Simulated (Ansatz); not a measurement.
Program: Ansatz 0.2.0.

A structure relaxed at PBE0-D4/def2-TZVP, charge 0, multiplicity 1:

Cartesian coordinates in Å:
```
B -0.4510 1.5249 1.8348
S -1.1025 0.2194 0.7995
B 0.2747 -0.1737 -0.3154
C 0.1235 -1.2732 -1.4007
H 0.6625 1.9173 1.6784
H -1.1758 1.9706 2.6702
H 1.2867 0.4465 -0.1796
H 0.3003 -0.8276 -2.3877
H -0.8386 -1.7869 -1.4177
H 0.9203 -2.0172 -1.2820
```

(1) Give its formula and SMILES.

(2) Point group (tolerance 0.08 Å, 0.16 Å for H)?

(3) Summarise the bond lengths by kind.

Answers

(1) CH6B2S, `BSBC`.

(2) Cs.

(3) 2 × B–S 1.789 to 1.815 Å; 3 × B–H 1.191 to 1.195 Å; 1 × B–C 1.552 Å; 3 × C–H 1.091 to 1.097 Å.
